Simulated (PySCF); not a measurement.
**Cost of excited-state runs on `ClC1=C/C=C\C=C/C=C\1`, C$_{8}$H$_{7}$Cl**

Geometry:
| atom | x (Å) | y (Å) | z (Å) |
| --- | --- | --- | --- |
| Cl1 | 3.564 | 0.305 | 1.551 |
| C2 | 2.119 | 0.080 | 0.595 |
| C3 | 1.618 | -1.155 | 0.450 |
| C4 | 0.460 | -1.515 | -0.374 |
| C5 | -0.776 | -0.996 | -0.302 |
| C6 | -1.249 | 0.051 | 0.611 |
| C7 | -0.729 | 1.278 | 0.778 |
| C8 | 0.422 | 1.846 | 0.070 |
| C9 | 1.654 | 1.328 | -0.026 |
| H10 | 2.160 | -1.979 | 0.926 |
| H11 | 0.618 | -2.355 | -1.061 |
| H12 | -1.548 | -1.447 | -0.938 |
| H13 | -2.174 | -0.183 | 1.152 |
| H14 | -1.261 | 1.968 | 1.444 |
| H15 | 0.258 | 2.832 | -0.382 |
| H16 | 2.431 | 1.903 | -0.543 |

PySCF with density fitting, on 1 thread of an Arm Neoverse V1, shared host. Command: `OMP_NUM_THREADS=1 python excited_run.py task.json out`

**Question.** How long does each of these runs take, and how much memory?
- first hyperpolarisability, CAM-B3LYP/aug-cc-pVDZ; writes grids
- excited states, CAM-B3LYP/def2-TZVP; Tamm-Dancoff; spin-orbit couplings; 6 states; 5 triplets; quadratic response for 4 states; writes grids
- excited states, CAM-B3LYP/aug-cc-pVDZ; two-photon moments; 8 states; quadratic response for 6 states; 0 triplets

**Answer.** 
| run | level | basis functions | wall time | peak memory (GiB) |
| --- | --- | --- | --- | --- |
| first hyperpolarisability | CAM-B3LYP/aug-cc-pVDZ | 274 | 79 s | 1.2 |
| excited states | CAM-B3LYP/def2-TZVP | 327 | 110 s | 1.5 |
| excited states | CAM-B3LYP/aug-cc-pVDZ | 274 | 95 s | 1.2 |

Times from a shared host are rough.
